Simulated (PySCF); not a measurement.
A structure optimised at GFN2-xTB (Å):
```
atom  x, y, z in Å
C1     2.661   -0.341    0.102
O2     1.353   -0.562    0.560
C3     0.449    0.436    0.142
C4    -0.925    0.132    0.740
C5    -1.553   -1.118    0.121
C6    -1.853    1.308    0.613
O7    -1.555    2.405    0.232
H8     3.270   -1.152    0.495
H9     3.052    0.618    0.462
H10    2.705   -0.348   -0.995
H11    0.385    0.462   -0.956
H12    0.787    1.426    0.484
H13   -0.788   -0.051    1.813
H14   -2.489   -1.364    0.616
H15   -0.865   -1.950    0.230
H16   -1.748   -0.960   -0.937
H17   -2.893    1.072    0.917
```

Neutral, closed shell.

(1) Read off the bonds between heavy atoms and their formal orders.

(2) Give the structure as a SMILES string.

(3) What is the point group of this geometry?

(4) Describe the place of each heavy atom.

(5) What is the arrangement about C1?

(6) What is the arrangement about C6?

## Answers

(1) C1–O2 1.40 Å (single); O2–C3 1.41 Å (single); C3–C4 1.53 Å (single); C4–C5 1.53 Å (single); C4–C6 1.50 Å (single); C6–O7 1.20 Å (double). Bonds to hydrogen (Å): C1–H8 1.09; C1–H9 1.10; C1–H10 1.10; C3–H11 1.10; C3–H12 1.10; C4–H13 1.10; C5–H14 1.09; C5–H15 1.09; C5–H16 1.09; C6–H17 1.11.

(2) `COC[C@H](C)C=O`, C5H10O2. Among its features: aldehyde and ether.

(3) C1 (no symmetry element, even within 0.4 Å).

(4) C1: methoxy carbon; O2: ether oxygen; C3: sp3 carbon bound to oxygen; C4: sp3 carbon next to a carbonyl; C5: methyl carbon; C6: aldehyde carbon; O7: aldehyde oxygen.

(5) It has 4 neighbours (O2, H8, H9, H10) and is tetrahedral (angles from 106.7° to 111.3°).

(6) It has 3 neighbours (C4, O7, H17) and is planar (angles 126.1°, 121.0° and 112.9°, sum 360.0°, 0.00 Å off the plane of its three neighbours).

These are computed values.
